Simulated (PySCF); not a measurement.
Hf(Cl)3(SH) (Cl3HHfS), SMILES [Cl][Hf]([SH])([Cl])[Cl], multiplicity 1. Atoms are numbered in the order given.

```xyz
6

Hf     0.0401    -0.0058     0.0000
Cl     0.5005     1.2758    -1.8957
Cl     0.5005     1.2758     1.8957
Cl     1.1612    -2.0448     0.0000
S     -2.3108    -0.5592     0.0000
H     -2.6709     0.7485     0.0000
```

Geometry optimised at PBE0-D3(BJ)/def2-SVP. The spin state was assumed, not searched. The structure was generated by enumeration; whether it is a known compound was not checked. The def2 effective core potentials stand for the cores of Hf; spin–orbit coupling is left out. One conformer was computed; it need not be the lowest.

Level of theory: PBE0/def2-TZVP in PySCF.

The molecule is in vacuum.

Q: Estimate the frontier levels, gap, dipole moment and polarisability. (The exact figures need the calculation; the answer reports its results.)

A: 
The highest occupied level is -8.27 eV, the lowest empty level comes out as -2.37 eV and the orbital gap is 5.89 eV. The dipole moment is 0.65 D. The quadrupole, principal values (traceless, Buckingham form, about the centre of nuclear charge) is -3.15, -2.66, 5.81 D·Å and the mean static polarisability is 94.6 bohr³ (14.02 Å³). The polarisability, principal values is 90.6, 93.7, 99.6 bohr³.
